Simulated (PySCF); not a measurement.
# Magnetisability: SMILES [Se]=[PH2]n1cccc1, C₄H₆NPSe

Geometry:
```tsv
atom	x (Å)	y (Å)	z (Å)
Se1	2.902	1.258	1.403
P2	2.018	0.041	0.003
N3	0.331	0.005	-0.002
C4	-0.454	-0.746	-0.852
C5	-1.757	-0.510	-0.553
C6	-1.786	0.419	0.519
C7	-0.499	0.716	0.835
H8	2.289	0.290	-1.348
H9	2.318	-1.327	0.034
H10	-0.005	-1.381	-1.591
H11	-2.610	-0.945	-1.036
H12	-2.665	0.811	0.990
H13	-0.087	1.368	1.581
```

Level of theory: PySCF 2.14.0, GIAO HF/pcSseg-1 magnetisability, rotational g tensor and spin-rotation constants, non-relativistic, gas phase. Geometry: GFN2-xTB.

The calculation is non-relativistic, which matters for the atoms heavier than Zn.

(1) How diamagnetic is it, and how anisotropic?

(2) Split it along the inertial axes a, b, c into diamagnetic and paramagnetic parts about the centre of mass, with the quadrupole moment.

(3) And the rotational g tensor?

## Answers

(1) Isotropic -1583 × 10⁻³⁰ J/T², or -95.3 × 10⁻⁶ cm³/mol; principal values -2051, -1362, -1336 × 10⁻³⁰ J/T², anisotropy 703 × 10⁻³⁰ J/T² (root of half the summed squared differences of the principal values). The susceptibility is in cgs units.

(2) 
```
axis  χ (10⁻⁶ cm³/mol)  diamagnetic (10⁻⁶ cm³/mol)  paramagnetic (10⁻⁶ cm³/mol)  summed x² of all electrons (Å²)  quadrupole Θ (D Å)
   a             -81.2                      -368.3                        287.1                            357.0               -4.56
   b             -81.3                     -1583.2                       1502.0                             70.6              +11.18
   c            -123.5                     -1814.4                       1690.9                             16.2               -6.62
```
Anisotropies 2χaa − χbb − χcc = +42.5 and 2χbb − χaa − χcc = +42.1 × 10⁻⁶ cm³/mol. Θ is traceless in Buckingham's convention.

(3) 
| axis | rotational constant (GHz) | g | nuclear part | electronic part |
| --- | --- | --- | --- | --- |
| a | 4.8927 | -0.0604 | 0.5996 | -0.6599 |
| b | 0.7317 | -0.0122 | 0.5041 | -0.5163 |
| c | 0.6402 | +0.0052 | 0.5137 | -0.5085 |

Asymmetric top; isotopes 12C, 1H, 14N, 31P, 80Se; no vibrational averaging.
